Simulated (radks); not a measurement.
All-electron atom: the indium ion In38+ in [Ne] 4f1 (not the ground configuration).

Method: scalar-relativistic Kohn-Sham, LDA (Slater exchange, Perdew-Wang correlation), spin-polarised, spherical densities, point nucleus; open shells are filled with parallel spins first (spin-orbit coupling, left out, can overturn this in heavy ions); computed with a radial shooting solver on a logarithmic mesh with Libxc functionals.

Energy parts (eV):
total: -123993.907
kinetic: 130339.949
electron-nucleus: -266328.790
Hartree: 14146.871
exchange-correlation: -2151.936

Orbitals (lengths in bohr, moments of r in powers of bohr; r(max) is where P^2 peaks; r(90%) holds 90 % of the orbital's charge):
| orbital | occ. | eigenvalue (eV) | r(90%) | r(max) |
|---|---|---|---|---|
| 1s down | 1 | -30145.21 | 0.0533 | 0.01923 |
| 1s up | 1 | -30145.19 | 0.0533 | 0.01923 |
| 2s up | 1 | -6418.323 | 0.194 | 0.1077 |
| 2s down | 1 | -6417.581 | 0.194 | 0.1076 |
| 2p up | 3 | -6025.059 | 0.178 | 0.08585 |
| 2p down | 3 | -6024.567 | 0.178 | 0.08584 |
| 4f up | 1 | -1279.713 | 0.661 | 0.4061 |
| 4f down | 0 | -1261.739 | 0.664 | 0.4057 |

The highest occupied level is 4f up at -1279.7 eV. Spin moment in Bohr magnetons: 1. The density falls to 0.001 e/bohr^3 at r = 1.07 bohr.

Run on one thread of a shared host, so times are rough (Intel(R) Xeon(R) Platinum 8375C CPU @ 2.90GHz): 0.09 s of CPU time, 0.09 s wall, 13 iterations on 2476 mesh points.
